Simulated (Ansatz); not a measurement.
One change: `BCBN` becomes `BCBF`.

Ansatz, PBE0-D4/def2-TZVP geometries, multiplicity 1. Each molecule was computed in one conformer, which needn't be the lowest.

| property | `BCBN` |
| --- | --- |
| HOMO energy (ωB97M-V/def2-TZVPP) / eV | -10.68 |
| LUMO energy (PBE/def2-TZVPP) / eV | -2.19 |
| HOMO energy (B3LYP/def2-TZVPP) / eV | -8.12 |
| HOMO energy (PBE/def2-TZVPP) / eV | -7.03 |
| LUMO energy (ωB97M-V/def2-TZVPP) / eV | 0.71 |
| LUMO energy (PBE0/def2-TZVPP) / eV | -1.22 |

Question: Give the same properties after the change, and the shifts. (Estimate.)

Answer: The calculation gave: 
```json
{"property": "HOMO energy (ωB97M-V/def2-TZVPP) / eV", "`BCBF`": "-11.26", "shift": "-0.58"}
{"property": "LUMO energy (PBE/def2-TZVPP) / eV", "`BCBF`": "-2.73", "shift": "-0.54"}
{"property": "HOMO energy (B3LYP/def2-TZVPP) / eV", "`BCBF`": "-8.76", "shift": "-0.64"}
{"property": "HOMO energy (PBE/def2-TZVPP) / eV", "`BCBF`": "-7.51", "shift": "-0.48"}
{"property": "LUMO energy (ωB97M-V/def2-TZVPP) / eV", "`BCBF`": "0.22", "shift": "-0.49"}
{"property": "LUMO energy (PBE0/def2-TZVPP) / eV", "`BCBF`": "-1.74", "shift": "-0.52"}
```

With PBE0 the HOMO falls by 0.60 eV and the LUMO falls by 0.52 eV, so the gap widens by about 0.08 eV. PBE moves the HOMO by -0.48 eV and ωB97M-V by -0.58 eV. The zero-point energy changes by -66.8 kJ/mol with -6 modes.

B3LYP here is the variant with VWN-RPA as its local correlation; programs differ in this.
